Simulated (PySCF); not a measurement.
F2Hg, SMILES [F][Hg][F].

Coordinates come from a B3LYP-D3(BJ)/def2-TZVP optimisation. The def2 effective core potentials stand for the cores of Hg; spin–orbit coupling is left out.

Computed with PBE/def2-TZVPD in PySCF.

Gas-phase values at a fixed geometry.

```yaml
total_energy: -353.11467 hartree
point_group: D∞h
highest_occupied_level: -8.42 eV
lowest_empty_level: -3.69 eV
orbital_gap: 4.73 eV
dipole_moment: 0.00 D
quadrupole, principal values (traceless, Buckingham form, about the centre of nuclear charge): -12.64, 6.32, 6.32 D·Å
mean_static_polarisability: 31.7 bohr³ (4.69 Å³)
polarisability_principal_values: 25.0, 25.0, 45.0 bohr³
```
